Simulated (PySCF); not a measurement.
**Structure revision by computed shifts**

A compound C$_{7}$H$_{8}$N$_{2}$Si gives the data below (simulated from a calculation) and was assigned the structure `C#Cc1nncc([SiH3])c1C`.

¹³C{¹H} NMR (computed): δ 149.2 (C), 140.5 (CH), 140.0 (CH), 137.1 (CH), 135.0 (CH), 126.9 (C), 120.8 (C).

¹H NMR (400 MHz, computed): δ 8.09 (d, 1H), 7.94 (m, 1H), 7.82 (m, 1H), 7.78 (m, 1H), 5.43 (s, 2H), 0.88 (br s, 2H).

[PySCF 2.14: GFN2-xTB structure; NMR shieldings at PBE0/pcSseg-1/GIAO; no solvent; a single conformation; equivalent nuclei averaged; non-relativistic]

Shifts are taken against calculated references (same method and geometry level): ¹H (31.72 ppm), ¹³C (186.93 ppm) against TMS.

Problem. Compare with the shifts computed for the proposed structure, pairing carbons in order of shift.

Solution. Structure with atom numbers: `[CH:1]#[C:2][c:3]1[n:4][n:5][cH:6][c:7]([SiH3:8])[c:9]1[CH3:10]` (H(Xn): hydrogen on atom n).

```csv
atom,computed for proposal,given list,difference
C6,156.4,149.2,+7.2
C9,151.8,140.5,+11.3
C3,150.4,140.0,+10.4
C7,131.6,137.1,-5.5
C1,94.8,135.0,-40.2
C2,85.3,126.9,-41.6
C10,20.7,120.8,-100.1
```

The rms difference is 44.2 ppm and the largest -100.1 ppm at C10 (methyl carbon on an aromatic ring). The carbon types in order of shift don't match either: CH, C, C, C, CH, C, CH3 for the proposal against C, CH, CH, CH, CH, C, C in the data. The proposal doesn't fit.

Problem. Which isomer fits?

Solution. SMILES N#Cc1ccccc1[SiH2]N.

Carbon types of the structure: 3 × C, 4 × CH, leaving 4 H on heteroatoms. δC 149.2, 120.8: substituted aromatic carbon. δC 140.5, 140.0, 137.1, 135.0: aromatic CH. δC 126.9: nitrile carbon; this is the usual window of a C≡N carbon, which has no attached hydrogen. δH 8.09, 7.94, 7.82, 7.78: hydrogen on an aromatic CH; it sits in the deshielding region of the aromatic ring current.

This is the structure that produced the data.

OH/NH shifts are gas-phase values; hydrogen bonding in solution moves them, usually downfield. Shifts are as computed. Against solution values, carbons near 30 ppm lie about +3 ppm off and those near 130 ppm about +5 ppm. Of 1211 compounds with measured shifts, 218 miss one by over three times the rms of a fit or turn the order of signals round; such compounds aren't used in these exercises. No couplings were computed; multiplicities are counted from neighbouring protons, with m where these are inequivalent, close in shift, in a saturated or five-membered ring or joined by F or P, and br s for small geminal =CH2 splittings.
